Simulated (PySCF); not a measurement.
Species: C5H3F2N.
Atom-mapped SMILES: `[CH2:1]=[C:2]([F:3])/[C:4]([F:5])=[CH:6]/[C:7]#[N:8]` (hydrogens: H9, H10 on C1; H11 on C6)

A GFN2-xTB structure was refined with PBE0-D3(BJ)/def2-SVP geometry optimisation, gas phase in PySCF 2.14.0. Its GFN2-xTB values:

```json
{"coordinate": "C1=C2", "GFN2-xTB": "1.328 Å"}
{"coordinate": "C1–H9", "GFN2-xTB": "1.074 Å"}
{"coordinate": "C1–H10", "GFN2-xTB": "1.075 Å"}
{"coordinate": "C2–F3", "GFN2-xTB": "1.349 Å"}
{"coordinate": "C2–C4", "GFN2-xTB": "1.454 Å"}
{"coordinate": "C4–F5", "GFN2-xTB": "1.340 Å"}
{"coordinate": "C4=C6", "GFN2-xTB": "1.342 Å"}
{"coordinate": "C6–C7", "GFN2-xTB": "1.404 Å"}
{"coordinate": "C6–H11", "GFN2-xTB": "1.080 Å"}
{"coordinate": "C7≡N8", "GFN2-xTB": "1.146 Å"}
{"coordinate": "C1–C2–F3", "GFN2-xTB": "120.5°"}
{"coordinate": "C1–C2–C4", "GFN2-xTB": "126.3°"}
{"coordinate": "C2–C4–F5", "GFN2-xTB": "113.9°"}
{"coordinate": "C2–C4–C6", "GFN2-xTB": "125.1°"}
{"coordinate": "F3–C2–C4", "GFN2-xTB": "113.3°"}
{"coordinate": "C4–C6–C7", "GFN2-xTB": "123.4°"}
{"coordinate": "F5–C4–C6", "GFN2-xTB": "121.0°"}
{"coordinate": "C6–C7–N8", "GFN2-xTB": "179.1°"}
```

Task: How do these coordinates change at the PBE0-D3(BJ)/def2-SVP level?

Result: 
| coordinate | PBE0-D3(BJ)/def2-SVP (Å or °) | change |
| --- | --- | --- |
| C4–F5 | 1.320 | -0.020 |
| C2–F3 | 1.331 | -0.018 |
| C1–H10 | 1.090 | +0.015 |
| C1–H9 | 1.089 | +0.015 |
| C7≡N8 | 1.160 | +0.014 |
| C6–C7 | 1.417 | +0.013 |
| C6–H11 | 1.091 | +0.011 |
| C1=C2 | 1.333 | +0.005 |
| C2–C4 | 1.458 | +0.004 |
| C4=C6 | 1.346 | +0.004 |
| C1–C2–F3 | 121.8 | +1.3 |
| C1–C2–C4 | 125.1 | -1.2 |
| C2–C4–C6 | 124.4 | -0.7 |
| C2–C4–F5 | 114.4 | +0.5 |
| C4–C6–C7 | 123.0 | -0.4 |
| F5–C4–C6 | 121.3 | +0.3 |
| C6–C7–N8 | 178.9 | -0.2 |
| F3–C2–C4 | 113.1 | -0.2 |

The energy falls by 4.8 kJ/mol over 7 energy and gradient evaluations, the largest force component goes from 0.0325 to 4.4e-04 Eh/bohr, and the atoms move by 0.019 Å rms after alignment. The bond that changes most is C4–F5 (vinylic C–F carbon to vinyl fluorine), which shortens by 0.020 Å. Bonds longer at the end by more than 0.005 Å: 6 of 10; shorter: 2. Rotational constants go from 4824, 1227, 978.1 to 4872, 1223, 977.8 MHz.

The run used 127 basis functions and 59 SCF cycles in all. Time: 45 s wall; peak memory 0.66 GiB. Hardware: Arm Neoverse V1, one thread, no GPU, shared host with 32 logical CPUs at a one-minute load of 15.

Whether it is a minimum is left open (no frequencies). The numbers are those of one conformer.

The values belong to the conformer `[CH2:1]=[C:2]([F:3])/[C:4]([F:5])=[CH:6]/[C:7]#[N:8]`: C1–C2–C4–F5 0°.
